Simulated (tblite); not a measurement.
Give a GFN2-xTB geometry of `C#CCN[Si@H](C)C(F)(F)F`.

```
atom  x, y, z in Å
C1     3.6379   -0.3769   -1.0507
C2     2.6570   -0.7004   -0.4462
C3     1.4473   -1.0061    0.2965
N4     0.5504    0.1403    0.3955
Si5   -0.6516    0.5657   -0.7484
C6    -1.7481    1.8988    0.0143
C7    -1.7396   -1.0483   -0.9087
F8    -2.1231   -1.5586    0.2791
F9    -2.8760   -0.8311   -1.6039
F10   -1.1098   -2.0588   -1.5526
H11    4.5053   -0.1307   -1.5872
H12    1.7183   -1.3306    1.3084
H13    0.9215   -1.8243   -0.1984
H14    0.9943    0.8990    0.8942
H15   -0.2631    0.8381   -2.1387
H16   -2.0796    1.6234    1.0115
H17   -1.2184    2.8423    0.0875
H18   -2.6314    2.0644   -0.5933
```

Any rigid rotation of these coordinates is as good. Atoms count from 1 in this order. The 2 C–Si bonds span 1.887 Å (Si5–C6, drawn single) to 1.953 Å (Si5–C7, drawn single), a spread of 0.066 Å. N4 (silicon-bound nitrogen) has angles 125.5°, 116.8° and 110.7°, sum 353.1°, 0.21 Å off the plane of its three neighbours. Of the pairs four or more bonds apart, F10···H13 is among the closest relative to their van der Waals radii: 2.45 Å, 92 % of the sum of Bondi's values. The C–C distances run from 1.197 Å (C1≡C2, drawn triple) to 1.452 Å (C2–C3, drawn single), a spread of 0.255 Å.

Bonds between heavy atoms (Å): C1≡C2 1.197, C2–C3 1.452, C3–N4 1.459, N4–Si5 1.713, Si5–C6 1.887, Si5–C7 1.953, C7–F8 1.349, C7–F9 1.350, C7–F10 1.354.

Computed geometry: GFN2-xTB, gas phase.

Point group: C1 (no symmetry element, even within 0.4 Å). Its GFN2-xTB frequencies are all real (lowest 16 cm⁻¹). The numbers are those of one conformer (C2–C3–N4–Si5 88°, C3–N4–Si5–C6 169°).

Time: 2.6 s. Hardware: Arm Neoverse N1, one thread, shared host. That covers the optimisation of the geometry.
